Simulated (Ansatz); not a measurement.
## Molecular dynamics of C₃H₁₀OSi

The input (input.yaml):

```yaml
crystal:
  periodic: [false, false, false]
  atoms:
    - { symbol: Si, position_ang: [0.001312, 0.004008, -0.068545] }
    - { symbol: O, position_ang: [0.044269, -0.234648, 1.676718] }
    - { symbol: C, position_ang: [-1.174227, -0.460169, 2.4384] }
    - { symbol: H, position_ang: [-1.750389, -1.324833, 2.051978] }
    - { symbol: H, position_ang: [-0.87252, -0.672612, 3.475423] }
    - { symbol: H, position_ang: [-1.833789, 0.430202, 2.438565] }
    - { symbol: C, position_ang: [1.828298, 0.011495, -0.600914] }
    - { symbol: H, position_ang: [2.314452, -0.938655, -0.328495] }
    - { symbol: H, position_ang: [1.915103, 0.152352, -1.691783] }
    - { symbol: H, position_ang: [2.365157, 0.831986, -0.096898] }
    - { symbol: C, position_ang: [-0.87748, 1.636822, -0.548893] }
    - { symbol: H, position_ang: [-1.920705, 1.663325, -0.192241] }
    - { symbol: H, position_ang: [-0.342763, 2.501453, -0.121367] }
    - { symbol: H, position_ang: [-0.890193, 1.743699, -1.64794] }
    - { symbol: H, position_ang: [-0.754325, -1.168524, -0.696708] }
basis:
  gaussian: { orbitals: "6-31G" }
hamiltonian:
  xc: pbe
md:
  timestep: 0.5
  n_steps: 166
  ensemble: nvt_langevin
  temperature: 300.0
  initial_velocities: maxwell_boltzmann
  seed: 126499
  friction: 0.01
  masses: [{ species: H, mass: 2.014 }]
```

Launched with:

```bash
$ ansatz run input.yaml --threads 1 --pin off --max-ram 2048MiB --backend cpu --events-out ev --progress --plain --runs-dir out
```

It starts from a relaxed structure.

Output, in part (one step line in 3, the closing report, with atoms numbered from 0):

```
md step     0: t =     0.00 fs  T =   280.0 K  F+E_penalty+E_count = -13186.17318247 eV  E_kin = 0.542892 eV  (25 SCF iters)
md step     3: t =     1.50 fs  T =   250.8 K  F+E_penalty+E_count = -13186.11365552 eV  E_kin = 0.486182 eV  (27 SCF iters)
md step     6: t =     3.00 fs  T =   202.4 K  F+E_penalty+E_count = -13185.98914227 eV  E_kin = 0.392513 eV  (22 SCF iters)
md step     9: t =     4.50 fs  T =   164.6 K  F+E_penalty+E_count = -13185.89892393 eV  E_kin = 0.319076 eV  (22 SCF iters)
md step    12: t =     6.00 fs  T =   152.5 K  F+E_penalty+E_count = -13185.87163769 eV  E_kin = 0.295653 eV  (23 SCF iters)
md step    15: t =     7.50 fs  T =   139.0 K  F+E_penalty+E_count = -13185.86174952 eV  E_kin = 0.269432 eV  (28 SCF iters)
md step    18: t =     9.00 fs  T =   129.0 K  F+E_penalty+E_count = -13185.84226615 eV  E_kin = 0.250198 eV  (22 SCF iters)
md step    21: t =    10.50 fs  T =   105.2 K  F+E_penalty+E_count = -13185.82377634 eV  E_kin = 0.203986 eV  (22 SCF iters)
md step    24: t =    12.00 fs  T =   119.4 K  F+E_penalty+E_count = -13185.84107030 eV  E_kin = 0.231447 eV  (22 SCF iters)
md step    27: t =    13.50 fs  T =   137.1 K  F+E_penalty+E_count = -13185.89001384 eV  E_kin = 0.265874 eV  (22 SCF iters)
md step    30: t =    15.00 fs  T =   176.1 K  F+E_penalty+E_count = -13185.94084140 eV  E_kin = 0.341450 eV  (27 SCF iters)
md step    33: t =    16.50 fs  T =   171.5 K  F+E_penalty+E_count = -13185.95340505 eV  E_kin = 0.332552 eV  (28 SCF iters)
md step    36: t =    18.00 fs  T =   143.8 K  F+E_penalty+E_count = -13185.93867804 eV  E_kin = 0.278812 eV  (22 SCF iters)
md step    39: t =    19.50 fs  T =   160.3 K  F+E_penalty+E_count = -13185.94851231 eV  E_kin = 0.310712 eV  (22 SCF iters)
md step    42: t =    21.00 fs  T =   205.6 K  F+E_penalty+E_count = -13185.98719465 eV  E_kin = 0.398669 eV  (23 SCF iters)
md step    45: t =    22.50 fs  T =   191.6 K  F+E_penalty+E_count = -13185.99350050 eV  E_kin = 0.371457 eV  (23 SCF iters)
md step    48: t =    24.00 fs  T =   176.5 K  F+E_penalty+E_count = -13185.96358959 eV  E_kin = 0.342230 eV  (23 SCF iters)
md step    51: t =    25.50 fs  T =   188.7 K  F+E_penalty+E_count = -13185.92903164 eV  E_kin = 0.365884 eV  (23 SCF iters)
md step    54: t =    27.00 fs  T =   195.8 K  F+E_penalty+E_count = -13185.91986200 eV  E_kin = 0.379572 eV  (22 SCF iters)
md step    57: t =    28.50 fs  T =   191.0 K  F+E_penalty+E_count = -13185.91538110 eV  E_kin = 0.370359 eV  (22 SCF iters)
md step    60: t =    30.00 fs  T =   196.6 K  F+E_penalty+E_count = -13185.90465049 eV  E_kin = 0.381179 eV  (22 SCF iters)
md step    63: t =    31.50 fs  T =   170.5 K  F+E_penalty+E_count = -13185.87948604 eV  E_kin = 0.330622 eV  (23 SCF iters)
md step    66: t =    33.00 fs  T =   150.9 K  F+E_penalty+E_count = -13185.83397379 eV  E_kin = 0.292566 eV  (22 SCF iters)
md step    69: t =    34.50 fs  T =   129.5 K  F+E_penalty+E_count = -13185.78350034 eV  E_kin = 0.251173 eV  (22 SCF iters)
md step    72: t =    36.00 fs  T =   126.5 K  F+E_penalty+E_count = -13185.74819202 eV  E_kin = 0.245330 eV  (22 SCF iters)
md step    75: t =    37.50 fs  T =   129.4 K  F+E_penalty+E_count = -13185.73390235 eV  E_kin = 0.250832 eV  (22 SCF iters)
md step    78: t =    39.00 fs  T =   141.4 K  F+E_penalty+E_count = -13185.75437285 eV  E_kin = 0.274160 eV  (23 SCF iters)
md step    81: t =    40.50 fs  T =   160.4 K  F+E_penalty+E_count = -13185.79295537 eV  E_kin = 0.310909 eV  (22 SCF iters)
md step    84: t =    42.00 fs  T =   175.8 K  F+E_penalty+E_count = -13185.82765472 eV  E_kin = 0.340820 eV  (22 SCF iters)
md step    87: t =    43.50 fs  T =   194.6 K  F+E_penalty+E_count = -13185.84889804 eV  E_kin = 0.377406 eV  (22 SCF iters)
md step    90: t =    45.00 fs  T =   196.4 K  F+E_penalty+E_count = -13185.86631443 eV  E_kin = 0.380774 eV  (23 SCF iters)
md step    93: t =    46.50 fs  T =   211.3 K  F+E_penalty+E_count = -13185.88172372 eV  E_kin = 0.409682 eV  (23 SCF iters)
md step    96: t =    48.00 fs  T =   238.9 K  F+E_penalty+E_count = -13185.89465641 eV  E_kin = 0.463245 eV  (28 SCF iters)
md step    99: t =    49.50 fs  T =   221.7 K  F+E_penalty+E_count = -13185.87829666 eV  E_kin = 0.429825 eV  (28 SCF iters)
md step   102: t =    51.00 fs  T =   212.3 K  F+E_penalty+E_count = -13185.83152635 eV  E_kin = 0.411616 eV  (22 SCF iters)
md step   105: t =    52.50 fs  T =   216.3 K  F+E_penalty+E_count = -13185.79740452 eV  E_kin = 0.419355 eV  (23 SCF iters)
md step   108: t =    54.00 fs  T =   207.9 K  F+E_penalty+E_count = -13185.77332474 eV  E_kin = 0.403081 eV  (23 SCF iters)
md step   111: t =    55.50 fs  T =   238.2 K  F+E_penalty+E_count = -13185.77382180 eV  E_kin = 0.461874 eV  (28 SCF iters)
md step   114: t =    57.00 fs  T =   245.9 K  F+E_penalty+E_count = -13185.77591533 eV  E_kin = 0.476803 eV  (27 SCF iters)
md step   117: t =    58.50 fs  T =   228.7 K  F+E_penalty+E_count = -13185.75445578 eV  E_kin = 0.443509 eV  (27 SCF iters)
md step   120: t =    60.00 fs  T =   229.9 K  F+E_penalty+E_count = -13185.71284607 eV  E_kin = 0.445815 eV  (23 SCF iters)
md step   123: t =    61.50 fs  T =   228.2 K  F+E_penalty+E_count = -13185.71010293 eV  E_kin = 0.442481 eV  (22 SCF iters)
md step   126: t =    63.00 fs  T =   266.8 K  F+E_penalty+E_count = -13185.74910735 eV  E_kin = 0.517250 eV  (28 SCF iters)
md step   129: t =    64.50 fs  T =   267.9 K  F+E_penalty+E_count = -13185.75884871 eV  E_kin = 0.519338 eV  (27 SCF iters)
md step   132: t =    66.00 fs  T =   266.6 K  F+E_penalty+E_count = -13185.72163479 eV  E_kin = 0.516823 eV  (28 SCF iters)
md step   135: t =    67.50 fs  T =   245.0 K  F+E_penalty+E_count = -13185.68690255 eV  E_kin = 0.475116 eV  (23 SCF iters)
md step   138: t =    69.00 fs  T =   258.8 K  F+E_penalty+E_count = -13185.70195399 eV  E_kin = 0.501859 eV  (22 SCF iters)
md step   141: t =    70.50 fs  T =   286.3 K  F+E_penalty+E_count = -13185.77352399 eV  E_kin = 0.555077 eV  (28 SCF iters)
md step   144: t =    72.00 fs  T =   304.2 K  F+E_penalty+E_count = -13185.82957579 eV  E_kin = 0.589822 eV  (28 SCF iters)
md step   147: t =    73.50 fs  T =   297.5 K  F+E_penalty+E_count = -13185.83549497 eV  E_kin = 0.576913 eV  (28 SCF iters)
md step   150: t =    75.00 fs  T =   274.9 K  F+E_penalty+E_count = -13185.81653919 eV  E_kin = 0.532920 eV  (22 SCF iters)
md step   153: t =    76.50 fs  T =   286.1 K  F+E_penalty+E_count = -13185.84405524 eV  E_kin = 0.554666 eV  (22 SCF iters)
md step   156: t =    78.00 fs  T =   341.2 K  F+E_penalty+E_count = -13185.90612463 eV  E_kin = 0.661490 eV  (28 SCF iters)
md step   159: t =    79.50 fs  T =   328.2 K  F+E_penalty+E_count = -13185.91994995 eV  E_kin = 0.636271 eV  (28 SCF iters)
md step   162: t =    81.00 fs  T =   331.9 K  F+E_penalty+E_count = -13185.82765082 eV  E_kin = 0.643471 eV  (28 SCF iters)
md step   165: t =    82.50 fs  T =   245.4 K  F+E_penalty+E_count = -13185.67709942 eV  E_kin = 0.475854 eV  (28 SCF iters)
md step   166: t =    83.00 fs  T =   228.5 K  F+E_penalty+E_count = -13185.63951170 eV  E_kin = 0.443005 eV  (26 SCF iters)
Total energy: -13185.63954160 eV, -484.5633156062 hartree
Atom 0 at     0.222632     0.000330    -0.107148 Å, force    -2.548126    -0.237202     0.800972 eV/Å
Atom 1 at     0.104590    -0.173204     1.676204 Å, force     0.081324     0.436230    -0.600951 eV/Å
Atom 2 at    -1.111583    -0.628867     2.349884 Å, force     1.126949     0.930851     0.450126 eV/Å
Atom 3 at    -1.602891    -1.351701     1.734830 Å, force    -0.925979    -0.839228    -0.474741 eV/Å
Atom 4 at    -0.728207    -1.071810     3.261173 Å, force    -0.011878    -0.625806     0.547389 eV/Å
Atom 5 at    -1.793516     0.174078     2.698255 Å, force     0.014912     0.158201    -0.551508 eV/Å
Atom 6 at     2.013525    -0.329380    -0.490520 Å, force     1.101169     2.758202    -0.333116 eV/Å
Atom 7 at     2.356892    -1.287500    -0.184260 Å, force     0.437045    -0.998044     1.047783 eV/Å
Atom 8 at     2.167373    -0.346928    -1.569320 Å, force     0.020142     0.304941    -0.644608 eV/Å
Atom 9 at     2.656690     0.574561    -0.080290 Å, force    -0.928315    -1.866403    -0.515052 eV/Å
Atom 10 at    -0.610155     1.725169    -0.558474 Å, force     0.715395     0.716885    -0.483388 eV/Å
Atom 11 at    -1.678989     1.720903    -0.250735 Å, force     0.339749    -0.142890     0.031881 eV/Å
Atom 12 at    -0.080993     2.542797     0.010466 Å, force    -0.379423    -0.521482    -0.190300 eV/Å
Atom 13 at    -0.583762     2.066521    -1.643248 Å, force     0.080117    -0.658701     0.794835 eV/Å
Atom 14 at    -0.825947    -1.107861    -0.640238 Å, force     0.876920     0.584446     0.120680 eV/Å
Dipole moment:    -0.042850     0.051897    -0.261952 e Å
```

All steps were run. The mean temperature of the second half is 16 % below the set value. A run of 0.083 ps of so small a system gives no equilibrium averages. Limits of this set-up: no polarisation functions.

The same pairs are bonded in the first frame and the last. Pairs count as bonded within 1.25 times the sum of covalent radii (0.12 Å more for H–H).

Last frame:

```xyz
15
Properties=species:S:1:pos:R:3
Si 0.223 0.000 -0.107
O 0.105 -0.173 1.676
C -1.112 -0.629 2.350
H -1.603 -1.352 1.735
H -0.728 -1.072 3.261
H -1.794 0.174 2.698
C 2.014 -0.329 -0.490
H 2.357 -1.288 -0.184
H 2.167 -0.347 -1.569
H 2.657 0.575 -0.080
C -0.610 1.725 -0.558
H -1.679 1.721 -0.251
H -0.081 2.543 0.011
H -0.584 2.067 -1.643
H -0.826 -1.108 -0.640
```

Time of the run: 11 min on 1 thread of Arm Neoverse V1, with other jobs on the host, peak memory 0.13 GiB.
